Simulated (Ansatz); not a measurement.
Consider the formal exchange of groups at the Se–Al bond: `[NH2][AlH][SeH]` + `CBO` → `CB(O)[SeH]` + `[NH2][AlH2]`.

Computed with Ansatz on PBE0-D4/def2-TZVP structures; ΔE is electronic, products minus reactants. CCSD(T)/CBS adds triple-zeta CCSD(T) − MP2 to the extrapolated MP2 energy (def2 sets, frozen cores). This one scheme is used for every species. DFT in def2-TZVPP. B3LYP here is the variant with VWN-RPA as its local correlation; programs differ in this. HSE06 is defined as in plane-wave codes. For Se outer-core shells are correlated without core-valence functions, which leaves a few kJ/mol of doubt a bond. Scalar relativity is left out up to krypton. Each species was taken in one conformer, which may not be the lowest.

| level | ΔE (kJ/mol) | difference from CCSD(T)/CBS |
| --- | --- | --- |
| LDA (SPW92) | 49.5 | -10.8 |
| B3LYP-D4 | 58.0 | -2.3 |
| r2SCAN0-D4 | 61.2 | 0.9 |
| HSE06-D4 | 58.6 | -1.7 |
| CAM-B3LYP-D4 | 58.8 | -1.5 |
| PBE | 56.2 | -4.1 |
| revPBE | 58.1 | -2.2 |
| PBE0 | 60.0 | -0.3 |
| LC-ωPBE | 60.6 | 0.3 |
| MP2/def2-TZVPP | 57.6 | -2.7 |
| CCSD(T)/CBS | 60.3 | 0 |

Largest T1 diagnostic among the species: 0.012.

From BLYP to BHLYP (50 % exact exchange), in def2-TZVPP and without D4, ΔE moves by +5.9 kJ/mol. At CCSD(T), def2-SVP lies −7.7 kJ/mol from the extrapolated value and def2-TZVPP −3.1 kJ/mol.
